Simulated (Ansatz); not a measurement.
Steps of a relaxation of CH₇AlBFSi with RKS PBE0-D4/def2-TZVP.

```sh
$ ansatz run in.yaml --threads 4 --pin off --events-out ev --progress --plain --max-ram 10444MiB
```

```yaml
crystal:
  periodic: [false, false, false]
  atoms:
    - {symbol: B, position_ang: [-0.887475, 1.061714, 0.565940]}
    - {symbol: Si, position_ang: [0.150926, -0.486924, 0.769450]}
    - {symbol: C, position_ang: [2.023914, -0.560606, 0.600586]}
    - {symbol: Al, position_ang: [-1.557463, 0.202279, -1.295085]}
    - {symbol: F, position_ang: [-1.270661, 1.156248, -2.657875]}
    - {symbol: H, position_ang: [-0.379896, 2.132660, 0.300226]}
    - {symbol: H, position_ang: [-2.131172, 0.969596, 0.559686]}
    - {symbol: H, position_ang: [-0.438305, -1.867302, 0.925568]}
    - {symbol: H, position_ang: [2.478069, -0.884783, 1.560278]}
    - {symbol: H, position_ang: [2.331920, -1.290313, -0.175152]}
    - {symbol: H, position_ang: [2.428538, 0.437379, 0.343172]}
    - {symbol: H, position_ang: [-2.671395, -0.925247, -1.462795]}
basis:
  gaussian: {orbitals: def2-TZVP}
hamiltonian: {xc: pbe0, dispersion: d4}
relax: {f_tol: 0.005, max_steps: 150}
```

Positions (Å) and forces (eV/Å) along the path, 10 of 10 steps:

```xyz
12
step=1 energy=-19011.3064 eV
B    -0.887    1.062    0.566    0.084    0.053   -0.049
Si    0.151   -0.487    0.769    0.021   -0.006   -0.094
C     2.024   -0.561    0.601    0.206   -0.005    0.019
Al   -1.557    0.202   -1.295    0.019    0.355   -0.725
F    -1.271    1.156   -2.658   -0.147   -0.484    0.712
H    -0.380    2.133    0.300   -0.206   -0.395    0.090
H    -2.131    0.970    0.560    0.344    0.017   -0.006
H    -0.438   -1.867    0.926    0.115    0.300   -0.024
H     2.478   -0.885    1.560   -0.220    0.154   -0.450
H     2.332   -1.290   -0.175   -0.158    0.357    0.368
H     2.429    0.437    0.343   -0.199   -0.485    0.118
H    -2.671   -0.925   -1.463    0.142    0.137    0.041
12
step=2 energy=-19011.3466 eV
B    -0.877    1.055    0.561    0.040   -0.023   -0.006
Si    0.153   -0.486    0.757    0.047    0.049   -0.036
C     2.016   -0.560    0.603    0.007   -0.011    0.012
Al   -1.548    0.199   -1.300    0.026    0.324   -0.448
F    -1.294    1.166   -2.643   -0.071   -0.324    0.454
H    -0.380    2.114    0.293   -0.063   -0.110    0.029
H    -2.108    0.961    0.555    0.119    0.004   -0.014
H    -0.435   -1.850    0.921    0.027    0.076   -0.007
H     2.460   -0.877    1.556   -0.065    0.044   -0.129
H     2.324   -1.284   -0.161   -0.038    0.099    0.103
H     2.418    0.426    0.345   -0.057   -0.133    0.034
H    -2.653   -0.921   -1.453    0.028    0.005    0.009
12
step=3 energy=-19011.3528 eV
B    -0.874    1.055    0.568    0.014   -0.054   -0.021
Si    0.154   -0.480    0.744   -0.001    0.028    0.022
C     2.009   -0.555    0.596   -0.055    0.003   -0.003
Al   -1.567    0.208   -1.289    0.172    0.049   -0.121
F    -1.243    1.125   -2.632   -0.076   -0.048    0.098
H    -0.386    2.111    0.303    0.013    0.053   -0.016
H    -2.097    0.960    0.561   -0.068    0.000    0.022
H    -0.434   -1.837    0.908   -0.020   -0.040    0.003
H     2.446   -0.881    1.542    0.021   -0.018    0.053
H     2.317   -1.267   -0.171    0.019   -0.038   -0.039
H     2.409    0.427    0.351    0.027    0.053   -0.013
H    -2.657   -0.921   -1.447   -0.046    0.012    0.017
12
step=4 energy=-19011.3560 eV
B    -0.868    1.052    0.557    0.006   -0.007    0.002
Si    0.158   -0.482    0.746    0.003    0.000    0.003
C     2.012   -0.559    0.603   -0.024   -0.002   -0.005
Al   -1.550    0.203   -1.301    0.003    0.072   -0.069
F    -1.300    1.160   -2.629   -0.008   -0.050    0.069
H    -0.382    2.109    0.291    0.011    0.035   -0.006
H    -2.093    0.955    0.551   -0.027   -0.003   -0.004
H    -0.433   -1.838    0.912   -0.013   -0.025    0.001
H     2.445   -0.878    1.554    0.018   -0.011    0.036
H     2.323   -1.278   -0.156    0.015   -0.025   -0.023
H     2.415    0.422    0.352    0.020    0.035   -0.007
H    -2.650   -0.921   -1.445   -0.004   -0.019    0.003
12
step=5 energy=-19011.3563 eV
B    -0.866    1.053    0.554    0.012   -0.011   -0.009
Si    0.160   -0.482    0.739    0.000    0.004    0.009
C     2.016   -0.561    0.606   -0.019    0.003   -0.003
Al   -1.557    0.206   -1.301    0.007    0.025   -0.038
F    -1.314    1.163   -2.630   -0.006   -0.022    0.034
H    -0.382    2.113    0.293    0.007    0.022   -0.006
H    -2.090    0.954    0.541   -0.029    0.003    0.011
H    -0.432   -1.838    0.904   -0.010   -0.016   -0.005
H     2.443   -0.878    1.561    0.010   -0.009    0.030
H     2.331   -1.281   -0.150    0.010   -0.022   -0.023
H     2.421    0.419    0.356    0.012    0.027   -0.007
H    -2.653   -0.923   -1.439    0.006   -0.004    0.005
12
step=6 energy=-19011.3565 eV
B    -0.864    1.054    0.552    0.004   -0.003   -0.006
Si    0.161   -0.483    0.736    0.000    0.004    0.009
C     2.017   -0.562    0.608   -0.001    0.000   -0.004
Al   -1.559    0.207   -1.302   -0.002    0.006   -0.014
F    -1.322    1.165   -2.629   -0.002   -0.005    0.009
H    -0.382    2.115    0.292    0.002    0.002    0.000
H    -2.090    0.955    0.540   -0.006    0.002    0.006
H    -0.434   -1.839    0.897   -0.003   -0.002   -0.005
H     2.442   -0.878    1.565    0.000   -0.002    0.006
H     2.335   -1.284   -0.147    0.001   -0.004   -0.005
H     2.424    0.419    0.358    0.001    0.004   -0.001
H    -2.652   -0.925   -1.436    0.006   -0.003    0.003
12
step=7 energy=-19011.3566 eV
B    -0.863    1.056    0.550   -0.002    0.003   -0.005
Si    0.161   -0.482    0.736    0.000    0.001    0.001
C     2.017   -0.562    0.609    0.006   -0.002   -0.001
Al   -1.559    0.207   -1.302   -0.005   -0.008    0.008
F    -1.329    1.166   -2.629    0.001    0.007   -0.009
H    -0.381    2.117    0.292    0.000   -0.004    0.003
H    -2.090    0.957    0.541    0.004    0.001    0.002
H    -0.435   -1.839    0.891    0.001    0.003   -0.001
H     2.441   -0.879    1.567   -0.003    0.001   -0.004
H     2.336   -1.285   -0.145   -0.003    0.003    0.003
H     2.426    0.418    0.360   -0.003   -0.004    0.002
H    -2.648   -0.930   -1.434    0.005   -0.002    0.001
12
step=8 energy=-19011.3566 eV
B    -0.862    1.057    0.549   -0.001    0.005   -0.002
Si    0.161   -0.481    0.735    0.000   -0.001   -0.001
C     2.018   -0.563    0.610    0.006   -0.001    0.001
Al   -1.560    0.208   -1.303   -0.005   -0.010    0.012
F    -1.336    1.168   -2.629    0.001    0.009   -0.010
H    -0.380    2.119    0.293   -0.001   -0.006    0.002
H    -2.089    0.959    0.540    0.005    0.000   -0.002
H    -0.437   -1.837    0.888    0.002    0.004   -0.001
H     2.440   -0.880    1.568   -0.003    0.002   -0.006
H     2.337   -1.287   -0.144   -0.004    0.004    0.004
H     2.427    0.417    0.361   -0.003   -0.006    0.002
H    -2.643   -0.935   -1.432    0.004    0.000    0.000
12
step=9 energy=-19011.3567 eV
B    -0.861    1.059    0.547    0.003    0.003   -0.003
Si    0.161   -0.479    0.734    0.000   -0.003   -0.004
C     2.018   -0.565    0.611    0.002    0.002    0.004
Al   -1.560    0.208   -1.303   -0.002   -0.008    0.009
F    -1.348    1.173   -2.629    0.000    0.005   -0.005
H    -0.378    2.122    0.294   -0.001   -0.003    0.002
H    -2.088    0.961    0.537    0.000    0.000   -0.002
H    -0.438   -1.835    0.883    0.001    0.002    0.001
H     2.438   -0.882    1.570   -0.001    0.000   -0.004
H     2.337   -1.288   -0.142   -0.003    0.002    0.001
H     2.430    0.415    0.363   -0.001   -0.003    0.001
H    -2.634   -0.943   -1.430    0.002    0.002   -0.001
12
step=10 energy=-19011.3567 eV
B    -0.859    1.060    0.545    0.004    0.001    0.002
Si    0.162   -0.479    0.733    0.000   -0.001    0.001
C     2.019   -0.565    0.612    0.000    0.002    0.002
Al   -1.561    0.207   -1.303   -0.003   -0.002    0.003
F    -1.355    1.175   -2.628    0.001    0.001   -0.002
H    -0.377    2.123    0.294   -0.001   -0.002   -0.001
H    -2.087    0.962    0.535   -0.001   -0.001   -0.002
H    -0.439   -1.834    0.881    0.001    0.001    0.000
H     2.437   -0.884    1.571   -0.001    0.000   -0.002
H     2.337   -1.289   -0.141    0.000    0.000    0.000
H     2.431    0.414    0.365    0.000   -0.001    0.000
H    -2.632   -0.946   -1.430    0.001    0.001   -0.001
```

Hardware: 4 threads of an Arm Neoverse V1 on a shared host. Wall time 42 s, peak host memory 0.57 GiB.
